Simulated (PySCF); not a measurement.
How good is the calculation?

Geometry:
```csv
atom,x (Å),y (Å),z (Å)
O1,2.457,1.146,-1.252
C2,1.855,0.126,-1.050
C3,0.571,0.046,-0.318
C4,-0.068,-1.176,-0.164
C5,-1.273,-1.211,0.522
N6,-1.846,-0.132,1.043
C7,-1.224,1.036,0.891
C8,-0.021,1.181,0.223
H9,2.240,-0.849,-1.416
H10,0.364,-2.083,-0.573
H11,-1.802,-2.149,0.660
H12,-1.717,1.899,1.329
H13,0.459,2.145,0.114
```

Published estimates (parent shift plus substituent increments) and measurements: δ $^{13}$C C5/C7 151.5; C3 141.2; C4/C8 123.0; δ $^{1}$H H11/H12 8.90; H10/H13 7.74 ppm (estimated from measurements, as parent shift plus tabulated substituent increment; solution, not stated per compound (mostly CDCl3 or CCl4); Pretsch, Buehlmann, Badertscher, Structure Determination of Organic Compounds, 4th ed. (2009)).

- shieldings: GIAO B97-2/pcSseg-2
- PBE0-D3(BJ)/def2-TZVP structure
- run in PySCF
- non-relativistic Hamiltonian, one averaged value for each set of equivalent atoms, a single conformation, no solvent

Question: Set the calculated values beside the experiment.

Answer: 
Reference values: estimated from measurements, as parent shift plus tabulated substituent increment (solution, not stated per compound (mostly CDCl3 or CCl4); Pretsch, Buehlmann, Badertscher, Structure Determination of Organic Compounds, 4th ed. (2009)).
```json
{"atoms": "C5/C7", "quantity": "δ $^{13}$C", "reference": "151.5", "computed": "159.8", "computed, scaled": "152.1"}
{"atoms": "C3", "quantity": "δ $^{13}$C", "reference": "141.2", "computed": "147.2", "computed, scaled": "140.0"}
{"atoms": "C4/C8", "quantity": "δ $^{13}$C", "reference": "123.0", "computed": "128.5", "computed, scaled": "121.9"}
{"atoms": "H11/H12", "quantity": "δ $^{1}$H", "reference": "8.90", "computed": "9.26", "computed, scaled": "8.83"}
{"atoms": "H10/H13", "quantity": "δ $^{1}$H", "reference": "7.74", "computed": "7.86", "computed, scaled": "7.52"}
```

Computed shifts are σ(ref) − σ with the named reference compound (TMS for H and C) calculated as an isolated molecule at the same level. The measured values may be among those fitted. Empirical linear scaling, fitted to shifts measured mostly in CDCl3 for H and C (δ vs TMS): $^{13}$C (scatter 2.0 ppm rms, 2.1 ppm with the 1 outlier that the fit left out); $^{1}$H (scatter 0.14 ppm rms, 0.16 ppm with the 4 outliers that the fit left out). A few per cent of atoms miss by over 2 rms, more outside the fitted compound classes.

Question: How far are the unscaled $^{13}$C shifts from the references?

Answer: Mean signed difference +6.60 ppm, mean absolute 6.60 ppm over 3 comparisons; the largest is +8.3 ppm at C5/C7 (aromatic CH next to a ring nitrogen).

Question: How far are the unscaled $^{1}$H shifts from the references?

Answer: Mean signed difference +0.24 ppm, mean absolute 0.24 ppm over 2 comparisons; the largest is +0.36 ppm at H11/H12 (hydrogen on an aromatic CH next to a ring nitrogen).
